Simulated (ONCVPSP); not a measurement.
## An all-electron radial function and its pseudo partner (La)

Columns: radius, all-electron u(r) and pseudo u(r) of the 5p shell (level -28.34 eV) of lanthanum in the configuration [Kr] 4d10 5s2 5p6 5d1 6s1; LDA (Perdew-Zunger), scalar-relativistic, ONCV scheme, ONCVPSP 4.0.1.

```
r (bohr)  all-electron  pseudo
   0.170        0.2600  0.0182
   0.340       -0.0540  0.0735
   0.510       -0.4456  0.1645
   0.680       -0.3158  0.2844
   0.850        0.0496  0.4235
   1.020        0.4076  0.5673
   1.190        0.6649  0.6948
   1.360        0.8110  0.7885
   1.530        0.8660  0.8395
   1.700        0.8566  0.8436
   1.870        0.8067  0.8037
   2.040        0.7344  0.7341
   2.210        0.6524  0.6524
   2.380        0.5692  0.5692
   2.550        0.4898  0.4898
   2.720        0.4169  0.4169
   2.890        0.3518  0.3518
   3.060        0.2948  0.2948
   3.230        0.2456  0.2456
   3.400        0.2036  0.2036
   3.570        0.1682  0.1682
   3.740        0.1384  0.1384
   3.910        0.1135  0.1135
   4.080        0.0929  0.0929
   4.250        0.0758  0.0758
   4.420        0.0617  0.0617
```

(1) How many radial nodes do the two functions have?

(2) At about which radius was the pseudo-wave matched?

(3) Where does each function peak?

(4) Is the pseudo-wave norm-conserving?

Answers

(1) The all-electron 5p function has n − l − 1 = 3 (the table is too coarse to show those close to the nucleus); the pseudo-wave has 0, since the states of the same l below it are removed with the core.

(2) 2.30 bohr. The columns agree to 0.0005 from 2.04 bohr on; several derivatives are matched, so the curves merge somewhat inside the radius.

(3) Outermost all-electron maximum near 1.53 bohr, pseudo maximum near 1.70 bohr (to the table’s step).

(4) Yes: the ONCV scheme keeps the norm inside the radius equal to the all-electron one, which fixes the energy derivative of the logarithmic derivative at the level.
